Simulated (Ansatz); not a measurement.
An input meant for Li₂Sn⁻ (charge -1, doublet).

```yaml
crystal:
  periodic: [false, false, false]
  atoms:
    - {symbol: Li, position_ang: [-1.418580, 1.253572, -0.332004]}
    - {symbol: Li, position_ang: [1.390168, -0.102840, 0.845946]}
    - {symbol: Sn, position_ang: [-0.176496, -1.332037, -0.723546]}
basis:
  gaussian: {orbitals: def2-TZVPD}
total_charge: -1
magnetization: {spin_polarized: true, initial_magnetization: 1}
hamiltonian: {xc: {name: PBE0}, dispersion: d4}
relax: {f_tol: 0.0001, max_steps: 2}
```

```sh
$ ansatz run in.yaml --threads 4 --pin off --events-out ev --progress --plain --max-ram 3916MiB
```

Problem. Predict how Ansatz answers.

Solution. The SCF steps converged, but the relaxation ran out of steps. The relaxation is allowed too few steps for its threshold.
```
Functional definition: PBE0
974 factors; integrals over basis functions are off by at most 2.5e-4 eV
mean field evaluation 1: about -6239.9531 eV, gradient 8.6e0 eV
mean field evaluation 2: about -6239.2061 eV, gradient 1.2e1 eV
mean field evaluation 4: about -6240.2602 eV, gradient 8.4e-1 eV
mean field evaluation 8: about -6240.3023 eV, gradient 2.5e-1 eV
mean field evaluation 16: about -6240.3489 eV, gradient 2.2e-2 eV
mean field evaluation 32: about -6240.2434 eV, gradient 1.8e-1 eV
mean field evaluation 64: about -6240.3489 eV, gradient 2.8e-4 eV
mean field evaluation 96: about -6239.7841 eV, gradient 2.4e-1 eV
mean field evaluation 128: about -6240.0000 eV, gradient 2.7e0 eV
mean field -6240.34893591 eV, -229.3285935343 hartree, gradient 2.0e-5 eV, S^2 1.322458; 14 other end points of the search recorded, 0 dependent functions left out
reference -6240.34896461 eV, -229.3285945890 hartree; 15, 14 occupied and 75, 76 virtual orbitals, 974 factors
relax step   1: F+E_penalty+E_count = -6240.38907322 eV  Δ(F+E_penalty+E_count) = +0.000e0 eV  max|allowed force component| = 4.999e-1 eV/Å  Δτ_max = 0.0000 Å  (395 SCF iters, accepted)
974 factors; integrals over basis functions are off by at most 2.7e-4 eV
mean field -6240.42782146 eV, -229.3314925249 hartree, gradient 1.2e-5 eV, S^2 1.328420; 0 other end points of the search recorded, 0 dependent functions left out
reference -6240.42785004 eV, -229.3314935750 hartree; 15, 14 occupied and 75, 76 virtual orbitals, 974 factors
relax step   2: F+E_penalty+E_count = -6240.46794416 eV  Δ(F+E_penalty+E_count) = -7.887e-2 eV  max|allowed force component| = 6.734e-2 eV/Å  Δτ_max = 0.1384 Å  (55 SCF iters, accepted)
Error: geometry relaxation did not converge after 2 steps: max|allowed force component| = 6.73e-2 eV/Å (threshold 1.0e-4). Raise `relax.max_steps` over both its present limit and 2, loosen `relax.f_tol`, or start from a geometry closer to equilibrium. Where this run's directory can be resumed (`checkpoint.write`), a resume goes on for up to `relax.max_steps` more
```
